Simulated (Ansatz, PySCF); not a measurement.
This PySCF input computes a r2SCAN/def2-TZVPD energy:

```python
from pyscf import gto, scf, dft

mol = gto.M(
    atom='''
    As    0.00033660    0.00016035    0.07075368
    H    -0.77588161   -1.00630342   -0.77234040
    H    -0.48756954    1.16924784   -0.77864239
    H     1.25234329   -0.16823587   -0.78388871
    ''',
    basis='def2-tzvpd',
    charge=0,
    spin=0,
    verbose=4,
)

mf = dft.RKS(mol, xc='r2scan').density_fit(auxbasis='def2-universal-jkfit')
mf.grids.level = 4
mf.conv_tol = 1e-9
mf.max_cycle = 100
mf.max_memory = 1500
mf.kernel()
if not mf.converged:
    mf = mf.newton()
    mf.kernel(mf.make_rdm1())
mf.analyze()
```

Problem. Write an input for the same energy in Ansatz (a first-principles code) and say what it gives.

Solution. 
Ansatz 0.2 input:
```yaml
crystal:
  periodic: [false, false, false]
  atoms:
    - {symbol: As, position_ang: [0.00033660, 0.00016035, 0.07075368]}
    - {symbol: H, position_ang: [-0.77588161, -1.00630342, -0.77234040]}
    - {symbol: H, position_ang: [-0.48756954, 1.16924784, -0.77864239]}
    - {symbol: H, position_ang: [1.25234329, -0.16823587, -0.78388871]}
basis:
  gaussian:
    orbitals: def2-TZVPD
hamiltonian:
  xc: {name: r2SCAN}
output: {forces: true}
```
It gives -2237.64949 Eh, and PySCF -2237.64951 Eh, a difference of 0.02 mEh, from the treatment of integrals and grids.
